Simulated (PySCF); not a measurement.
# Gd²⁴⁺: ionisation energy

Gd²⁴⁺ [Kr] 4d4 [4d3/2^4, M_J = 0] → Gd²⁵⁺ [Kr] 4d3 [4d3/2^3, M_J = 3/2], as a difference of total energies. Computed with PySCF 2.14 in an even-tempered Gaussian basis (17 s from 1.8 bohr⁻², ratio 2.8; 14 p from 2.3 bohr⁻², ratio 2.8; 9 d from 2.3 bohr⁻², ratio 2.8; 4 f from 9.5 bohr⁻², ratio 3), with the two-component X2C-1e Hamiltonian. Correlated levels: [Ar] 3d10 frozen; the 92 highest virtual spinors dropped. "Screened" scales the spin-orbit matrix elements by Boettger's factors to mimic the two-electron term; Breit and QED terms are absent.

```csv
method,ionisation energy (eV)
GHF (screened spin-orbit),808.54
GMP2 (screened spin-orbit),809.31
```

Task: How much does correlation contribute at GMP2 (screened spin-orbit)?

Result: 809.31 − (808.54) = 0.77 eV, measured against GHF (screened spin-orbit).

Breit and QED terms and the two-electron picture change are absent.

The labels give the starting determinants; with spin-orbit coupling the two ends relaxed to ⟨J²⟩ = 0.00, ⟨L²⟩ = 2.44, ⟨S²⟩ = 2.44 and ⟨J²⟩ = 4.06, ⟨L²⟩ = 9.12, ⟨S²⟩ = 2.50.

The determinant of Gd²⁵⁺ mixes levels of different J (the jj label is only the starting occupation), so the difference between spin-free and spin-orbit rows is not the physical spin-orbit shift.

For comparison: 810 ± 4 eV (theoretical estimate listed by NIST; NIST Atomic Spectra Database, ionization energies).
